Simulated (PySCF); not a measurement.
Ga(Me)2(Cl) cation (C2H6ClGa), SMILES [CH3][Ga]([CH3])[Cl] (connectivity only; charge and spin as stated), charge +1, multiplicity 2.

Geometry: TPSSh-D3(BJ)/def2-SVP. The multiplicity is an assumed one; no other spin state was optimised. The isomer is the one that the SMILES or the coordinates give; other isomers of the formula were not compared.

Method: TDA-PBE/def2-SVPD (PySCF).

Vertical excitations. Gas-phase values at a fixed geometry.

**Question.** Give excitation energies, oscillator strengths and character. (An estimate is asked for; the answer gives what the named calculation found.)

**Answer.** 
```tsv
state	energy (eV)	λ (nm)	f	main pairs
root 1	1.79	691	0.000	β HOMO→LUMO 100 %
root 2	2.26	548	0.046	β HOMO−1→LUMO 92 %
root 3	2.74	452	0.053	β HOMO−2→LUMO 90 %
root 4	4.09	303	0.000	β HOMO−3→LUMO 100 %
root 5	4.16	298	0.008	β HOMO−4→LUMO 95 %
root 6	4.51	275	0.020	β HOMO−5→LUMO 88 %
root 7	4.51	275	0.001	β HOMO−6→LUMO 99 %
root 8	5.06	245	0.024	α HOMO→LUMO+1 20 %, β HOMO−7→LUMO 76 %
root 9	5.09	244	0.000	α HOMO→LUMO 100 %
root 10	5.64	220	0.000	α HOMO−1→LUMO 49 %, β HOMO→LUMO+1 50 %
```
Unrestricted roots are not spin-pure.
